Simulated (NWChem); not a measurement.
The numbers come from NWChem runs, not from measurements. System: MoO3, charge 0, spin multiplicity 1, at a geometry optimised with B3LYP/def2-SVP with def2 effective core potentials on Mo. The structure started from a generated list of species. Level: B3LYP/def2-TZVP with def2 effective core potentials on Mo, VWN1-RPA local correlation.

Output (cleaned and shortened):

```
             Northwest Computational Chemistry Package (NWChem) 7.3.0
             --------------------------------------------------------

                                NWChem Input Module
                                -------------------

 Scaling coordinates for geometry "geometry" by  1.889725989
 (inverse scale =  0.529177249)

 Turning off AUTOSYM since
 SYMMETRY directive was detected!

                             Geometry "geometry" -> ""
                             -------------------------

 Output coordinates in angstroms (scale by  1.889725989 to convert to a.u.)

  No.       Tag          Charge          X              Y              Z
 ---- ---------------- ---------- -------------- -------------- --------------
    1 Mo                  42.0000     0.14382700     0.13740300     0.00000000
    2 O                    8.0000     0.30549500    -0.82369200     1.39710300
    3 O                    8.0000     0.30549500    -0.82369200    -1.39710300
    4 O                    8.0000    -1.36608000     0.92601800     0.00000000

 Effective nuclear repulsion energy (a.u.)     349.4975910818

            Nuclear Dipole moment (a.u.)
            ----------------------------
        X                 Y               Z
 ---------------- ---------------- ----------------
     0.0000264562    -0.0000037795     0.0000000000

      Symmetry information
      --------------------

 Group name             Cs
 Group number              2
 Group order               2
 No. of unique centers     3

      Symmetry unique atoms

     1    2    4


 Summary of "ao basis" -> "" (spherical)
 ------------------------------------------------------------------------------
       Tag                 Description            Shells   Functions and Types
 ---------------- ------------------------------  ------  ---------------------
 *                         def2-tzvp                  on all atoms

                                 NWChem DFT Module
                                 -----------------

 Summary of "ao basis" -> "ao basis" (spherical)
 ------------------------------------------------------------------------------
       Tag                 Description            Shells   Functions and Types
 ---------------- ------------------------------  ------  ---------------------
 Mo                        def2-tzvp                14       40   6s4p3d1f
 O                         def2-tzvp                11       31   5s3p2d1f
[...]
              MO Center= -1.5D-01, -3.3D-01,  8.1D-11, r^2= 3.2D+00
   Bfn.  Coefficient  Atom+Function         Bfn.  Coefficient  Atom+Function
  ----- ------------  ---------------      ----- ------------  ---------------
    47      0.275925  2 O  py                78     -0.275925  3 O  py
   110      0.247245  4 O  pz                50      0.236835  2 O  py
    81     -0.236835  3 O  py                 9     -0.212406  1 Mo pz
   113      0.209699  4 O  pz                53      0.178518  2 O  py
    84     -0.178518  3 O  py               116      0.158878  4 O  pz

 Vector   19  Occ=2.000000D+00  E=-3.238646D-01  Symmetry=a"
              MO Center= -2.4D-01, -2.3D-01,  7.7D-14, r^2= 3.2D+00
   Bfn.  Coefficient  Atom+Function         Bfn.  Coefficient  Atom+Function
  ----- ------------  ---------------      ----- ------------  ---------------
   110      0.283193  4 O  pz               113      0.242254  4 O  pz
   116      0.187573  4 O  pz                47     -0.177449  2 O  py
    78      0.177449  3 O  py                46      0.169439  2 O  px
    77     -0.169439  3 O  px                50     -0.151796  2 O  py
    81      0.151796  3 O  py                49      0.144944  2 O  px

 Vector   20  Occ=0.000000D+00  E=-1.892925D-01  Symmetry=a'
              MO Center=  6.0D-01,  5.7D-01, -8.4D-15, r^2= 2.4D+00
   Bfn.  Coefficient  Atom+Function         Bfn.  Coefficient  Atom+Function
  ----- ------------  ---------------      ----- ------------  ---------------
     5      0.410071  1 Mo s                 19      0.319996  1 Mo d -2
     3     -0.287827  1 Mo s                 24      0.226512  1 Mo d -2
    13      0.211191  1 Mo px                14      0.201761  1 Mo py
    21     -0.184941  1 Mo d  0               6      0.173762  1 Mo s
    29      0.170319  1 Mo d -2               4     -0.157038  1 Mo s

 Vector   21  Occ=0.000000D+00  E=-1.031056D-01  Symmetry=a'
              MO Center= -1.9D-02,  2.4D-01,  3.9D-10, r^2= 2.2D+00
   Bfn.  Coefficient  Atom+Function         Bfn.  Coefficient  Atom+Function
  ----- ------------  ---------------      ----- ------------  ---------------
    23      0.461552  1 Mo d  2              28      0.319522  1 Mo d  2
   115      0.283407  4 O  py                33      0.267014  1 Mo d  2
   109      0.247539  4 O  py               112      0.207043  4 O  py
    21      0.146424  1 Mo d  0              54     -0.123809  2 O  pz
    85      0.123809  3 O  pz                14     -0.116993  1 Mo py

 Vector   22  Occ=0.000000D+00  E=-1.031041D-01  Symmetry=a"
              MO Center=  2.4D-01, -3.0D-02, -3.9D-10, r^2= 2.2D+00
   Bfn.  Coefficient  Atom+Function         Bfn.  Coefficient  Atom+Function
  ----- ------------  ---------------      ----- ------------  ---------------
    22      0.448084  1 Mo d  1              27      0.302151  1 Mo d  1
    52      0.225481  2 O  px                83     -0.225481  3 O  px
    32      0.217691  1 Mo d  1              46      0.197904  2 O  px
    77     -0.197904  3 O  px                20     -0.194235  1 Mo d -1
    49      0.162887  2 O  px                80     -0.162887  3 O  px

 center of mass
 --------------
 x =   0.02595610 y =   0.02479638 z =   0.00000000

 moments of inertia (a.u.)
 ------------------
         355.977950716766          94.186732905815           0.000000000000
          94.186732905815         347.369606679764           0.000000000000
           0.000000000000           0.000000000000         257.387139197586

     Multipole analysis of the density
     ---------------------------------

     L   x y z        total         alpha         beta         nuclear
     -   - - -        -----         -----         ----         -------
     0   0 0 0     -0.000000    -19.000000    -19.000000     38.000000

     1   1 0 0      1.424855      4.517525      4.517525     -7.610195
     1   0 1 0      1.361027      4.315672      4.315672     -7.270316
     1   0 0 1     -0.000000     -0.000000     -0.000000      0.000000

     2   2 0 0    -27.658054    -43.669266    -43.669266     59.680479
     2   1 1 0      4.289471     26.909328     26.909328    -49.529185
     2   1 0 1     -0.000000     -0.000000     -0.000000      0.000000
     2   0 2 0    -28.049971    -46.128648    -46.128648     64.207326
     2   0 1 1     -0.000000     -0.000000     -0.000000      0.000000
     2   0 0 2    -32.147611    -71.836597    -71.836597    111.525584

 Task  times  cpu:        7.4s     wall:        7.4s

 Total times  cpu:        7.4s     wall:        7.4s
```

**Question.** Write an NWChem input that would produce this output.

**Answer.** This is not unique; one that fits is 
```
start mol
memory heap 200 mb stack 900 mb global 1100 mb
geometry units angstroms nocenter noautoz
  Mo     0.143827     0.137403     0.000000
  O      0.305495    -0.823692     1.397103
  O      0.305495    -0.823692    -1.397103
  O     -1.366080     0.926018     0.000000
  symmetry group Cs
end
basis spherical
  * library def2-tzvp
end
ecp
  Mo library def2-ecp
end
dft
  xc b3lyp
  semidirect memsize 60000000 filesize 0
  iterations 100
end
task dft energy
```
